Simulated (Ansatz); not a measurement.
## Energy profile

The step: H₂O₂ ([OH][OH]) + GaH₃ → GaH₃O₂ ([OH][O][GaH2]) + H₂; bonds formed: H2–H5; dative contacts that become bonds: Ga1–O6; bonds broken: Ga1–H2, H5–O6 (atoms numbered as in the saddle structure below).

```xyz
8
angstrom
Ga -0.6298 0.0235 -0.9797
H -0.0695 -1.5932 -0.3509
H -0.0648 0.1959 -2.4174
H -2.0065 0.3420 -0.3430
H 0.4920 -0.9335 0.1333
O 0.8724 0.3038 0.3246
O 0.3029 0.7508 1.5597
H 1.1033 0.9107 2.0735
```

Electronic energies by CCSD(T) at an estimated basis limit (MP2 extrapolated from triple and quadruple zeta, plus CCSD(T) − MP2 in triple zeta), on PBE0-D4/def2-TZVP structures; GaH$_{5}$O$_{2}$, singlet; no counterpoise correction. Computed with Ansatz 0.2.0 (basis: def2-TZVPP and def2-QZVPP); correlated methods freeze the cores. Filled d shells of the heavier atoms are correlated. The def2 sets are not built for correlating such inner shells, so the correlated values are less sure here. Extrapolation: Hartree–Fock as exp(−7.88 √X), correlation as X^−2.97.

**Question.** Give the profile in kJ/mol, counted from the separated reactants. (To be estimated.)

**Answer.** By the calculation:
| point | kJ/mol |
| --- | --- |
| separated: GaH$_{3}$ (Ga1, H2, H3, H4; singlet) + H$_{2}$O$_{2}$ (linked as [OH][OH]; H5, O6, O7, H8; singlet) | 0.0 |
| start structure | -52.6 |
| saddle | 37.2 |
| end structure | -60.5 |

No T1 diagnostic of these runs exceeds 0.016.

For scale, one of the runs: CCSD(T)/def2-TZVPP, 180 basis functions, launched by `ansatz run in.yaml --threads 4 --pin off --events-out ev --progress --plain --max-ram 9574MiB`. The run took 53 s on 4 CPU threads of an Arm Neoverse V2 (shared host), with 1.8 GiB of host memory at its peak.
